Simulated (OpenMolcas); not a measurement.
## Ti I: effect of correlating more closed shells

```json
{
  "Program": "OpenMolcas",
  "Basis": "ANO-RCC-VTZP [6s5p3d2f1g]",
  "Scalar Hamiltonian": "DKH2, point nucleus",
  "Active space": "4 electrons in 6 orbitals (3d 4s)",
  "State averaging": "2S+1 = 3 even, 55 roots; 2S+1 = 5 even, 10 roots kept (CI in the orbitals of an earlier block); 2S+1 = 1 even, 49 roots kept (CI in the orbitals of an earlier block)",
  "Spin-orbit coupling": "RASSI with atomic mean-field integrals over the reference wave functions, term energies averaged over their components"
}
```

Methods on the same reference wave functions:
A. CASSCF
B. MS-CASPT2, IPEA 0.25 Eh, imaginary shift 0.1 Eh (closed shells correlated: none)
C. MS-CASPT2, IPEA 0.25 Eh, imaginary shift 0.1 Eh (closed shells correlated: 3s 3p)

Energies in cm⁻¹ above 3d² 4s² ³F₂, the measured ground level; measured values from NIST Handbook of Basic Atomic Spectroscopic Data.

| Level | A | B | C | Measured |
| --- | --- | --- | --- | --- |
| 3d³ 4s ⁵F₁ | -3047 | 8140 | 6120 | 6557 |
| 3d³ 4s ⁵F₂ | -2999 | 8180 | 6170 | 6599 |
| 3d³ 4s ⁵F₃ | -2928 | 8250 | 6240 | 6661 |
| 3d³ 4s ⁵F₄ | -2834 | 8350 | 6340 | 6743 |
| 3d³ 4s ⁵F₅ | -2717 | 8470 | 6450 | 6843 |
| 3d² 4s² ³F₂ | 0.0 | 0.0 | 0.0 | 0.0 |
| 3d² 4s² ³F₃ | 142 | 145 | 148 | 170 |
| 3d² 4s² ³F₄ | 327 | 332 | 333 | 387 |
| 3d³ 4s ³F₂(1) | 5769 | 12620 | 10990 |  |
| 3d³ 4s ³F₃(1) | 5888 | 12740 | 11110 |  |
| 3d³ 4s ³F₄(1) | 6043 | 12890 | 11270 |  |
| 3d³ 4s ⁵P₁ [56 %] | 7619 | 17110 | 14390 |  |
| 3d² 4s² ³P₀ [66 %] | 7667 | 3980 | 1434 | 8437 |
| 3d³ 4s ⁵P₂ [52 %] | 7770 | 17150 | 14440 |  |
| 3d² 4s² ³P₁ [56 %] | 7779 | 4020 | 1481 | 8492 |
| 3d³ 4s ⁵P₃ | 7807 | 17230 | 14510 |  |
| 3d³ 4s ³G₃ | 9734 | 17650 | 14860 |  |
| 3d³ 4s ³G₄ | 9787 | 17700 | 14920 |  |
| 3d³ 4s ³G₅ | 9857 | 17770 | 14990 |  |
| 3d² 4s² ¹G₄ [59 %] | 11206 | 6160 | 3370 |  |
| 3d³ 4s ³H₅ | 13371 | 21520 | 18590 |  |
| 3d³ 4s ³H₆ | 13424 | 21570 | 18650 |  |
| 3d³ 4s ³D₁ | 14404 | 19990 | 17300 |  |
| 3d³ 4s ³D₂ | 14466 | 20090 | 17360 |  |

A puts 3d³ 4s ⁵F₁ lowest.

Deviations, from unrounded energies. A percentage is the sum of absolute deviations over the sum of measured energies, with the sign that they share, or ± where signs differ.

```csv
Against measurement,Levels,A,B,C
mean absolute deviation (cm-1),9,5500,1900,1800
fine structure of the ground term (%),2,-15.8,-14.3,-13.6
other terms of the ground configuration (%),2,-8.8,-52.7,-82.8
other configurations (%),5,-143.5,+23.9,-6.2
```

B, C lie about equally close to measurement and A furthest from it. The largest miss of C in the table is 3d² 4s² ³P₁ [56 %], by -7000 cm-1. The ranking rests on the paired levels alone, and a cruder setting can come out closer through cancelling errors.

Between B and C the level of the table that moves most is 3d³ 4s ³H₆, by 2900 cm-1 (lowest in C, highest in B). Moves below CASPT2's spread within the term are not significant.

The mean deviations of B to C differ by less than CASPT2's widest spread within a term (2500 cm-1), so their order carries little weight.

From A to B the spin-free energies of the other terms of 3d² 4s² shown, above ³F, scale by factors of 0.51 to 0.54.

The lowest spin-free term lies below A's lowest term by 0.076 hartree in B, 0.393 hartree in C.

What an inner shell adds also hangs on whether the basis holds functions to correlate it.

Term energies are means over components that CASPT2 splits; among the terms shown or strongly mixed into the levels shown the widest spread is 2500 cm-1 (3d² 4s² ³F, C). Over all roots computed the reference weight is 0.85 to 0.98 in B, 0.81 to 0.92 in C; the roots of lowest weight are the least certain, and an intruder state may touch them. Terms from blocks run as CI alone lack orbitals of their own. Configurations are named by rounded mean occupations; where the s occupation lies near a half they are strongly mixed, a name can repeat and a true partner stay unpaired. A single d shell beside an s shell can misplace configurations of different d count against each other. The CASPT2 spread within a term exceeds the gap to the next term for 3d³ 4s ³D and 3d³ 4s ¹G, 3d³ 4s ¹G and 3d³ 4s ³H, so the order of their levels is uncertain, and so are names and mixing where such terms share a J (figures for B; the like holds for C). Without dynamic correlation excited terms often stand tens of per cent too high (terms of higher spin than the ground term too low), and those without a measured partner can miss by more than the paired ones (holds for A). The lowest computed level is not the ground level that NIST lists (3F2) (holds for A). Some terms miss by over 15 % even with CASPT2, which points to a basis or an active space too small for the shells correlated (holds for B; C). Measured partners are found by configuration, term and J. A level has none where our copy of the source lacks it or the pairing is in doubt (some pairs that miss far off the trend of their configuration count as doubtful), and it then counts in no deviation. Levels of configurations outside the active space are missing. Levels that lie high or do not pair safely by name in every column are left out.

A share in square brackets marks a mixed level and gives the weight of the term that names it, the lowest over the columns. A number in round brackets counts repeated terms of one configuration in the order of the reference energies.
